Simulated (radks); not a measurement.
Valence configurations of neutral germanium (all share [Ar]). Calculated with a radial shooting solver on a logarithmic mesh with Libxc functionals: scalar-relativistic Kohn-Sham, PBE, spin-unpolarised, spherical densities, finite nucleus; Fermi nuclear charge, rms radius 4.0742 fm. Energies are relative to 3d10 4s2 4p2; eigenvalues in eV.

valence,E (eV),e(3d),e(4p),e(4s)
3d10 4s2 4p2,0.000,-29.311,-3.895,-11.731
3d10 4s1 4p3,7.972,-31.050,-4.583,-12.687
3d10 4p4,16.195,-32.668,-5.206,-
3d9 4s2 4p3,29.627,-39.119,-5.167,-14.034
3d8 4s2 4p4,68.089,-49.495,-6.413,-16.222
3d9.5 4s2 4p2.5,13.746,-34.142,-4.536,-12.900
3d8.5 4s2 4p3.5,47.717,-44.238,-5.792,-15.140
3d9 4p5,47.785,-42.195,-6.359,-
3d9 4s1 4p4,38.603,-40.699,-5.786,-14.869
3d8 4s1 4p5,77.989,-50.952,-6.983,-16.972

NIST lists [Ar] 3d10 4s2 4p2 as the ground configuration; this level of theory agrees among the configurations tried. The energies are those of spherical spin-averaged densities, not of single terms.
